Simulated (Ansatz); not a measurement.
Geometry optimisation, RKS B3LYP/def2-SVP in Ansatz 0.2.0.

Input file:

```yaml
crystal:
  periodic: [false, false, false]
  atoms:
    - { symbol: B, position_ang: [-0.3595, 0.8454, -1.1109] }
    - { symbol: C, position_ang: [0.3346, -0.3937, -0.5502] }
    - { symbol: C, position_ang: [0.1205, -0.4823, 0.8874] }
    - { symbol: C, position_ang: [0.0767, -0.5521, 2.0915] }
    - { symbol: H, position_ang: [-0.3621, 1.115, -2.2978] }
    - { symbol: H, position_ang: [-1.0087, 1.6346, -0.4116] }
    - { symbol: H, position_ang: [1.4485, -0.3141, -0.7729] }
    - { symbol: H, position_ang: [-0.0356, -1.2842, -1.0374] }
    - { symbol: H, position_ang: [-0.89575, -0.5363, 1.27781] }
basis:
  gaussian: { orbitals: def2-SVP }
hamiltonian:
  xc: b3lyp
relax:
  f_tol: 0.02
  max_steps: 50
```

Command:

```bash
$ ansatz run input.yaml --threads 1 --pin off --max-ram 2048MiB --backend cpu --events-out ev --progress --plain --runs-dir out
```

Problem. Where does it end, and by what steps?

Solution. The run converged. After 16 steps the energy has fallen by 2.607 eV; H9 moved furthest, 1.72 Å. Parted: C3–H9.

```
step  energy less start (eV)  largest force component (eV/Å)  accepted
   0                  0.0000                           6.043       yes
   1                 -0.4877                           1.576       yes
   2                 -0.5569                           0.454       yes
   3                 -0.5701                           0.873       yes
   4                 -0.5911                           1.965       yes
   5                 -0.7647                           1.369       yes
   6                 -0.8524                           2.451       yes
   7                 -1.4242                           1.968       yes
   8                 -1.8982                           3.942       yes
   9                 -2.1215                           2.476       yes
  10                 -2.4453                           1.927       yes
  11                 -2.5595                           0.367       yes
  12                 -2.5849                           0.925       yes
  13                 -2.6024                           0.170       yes
  14                 -2.6041                           0.160       yes
  15                 -2.6066                           0.082       yes
  16                 -2.6068                           0.019       yes
```

```xyz
9
Properties=species:S:1:pos:R:3
B -0.351 0.901 -1.422
C 0.313 -0.290 -0.645
C -0.037 -0.489 0.757
C -0.337 -0.643 1.921
H -0.056 1.048 -2.584
H -1.129 1.661 -0.904
H 1.411 -0.169 -0.763
H 0.109 -1.208 -1.236
H -0.604 -0.778 2.952
```

Run time: 38 s on 1 thread of Arm Neoverse V2, on a shared host, peak memory 0.14 GiB.
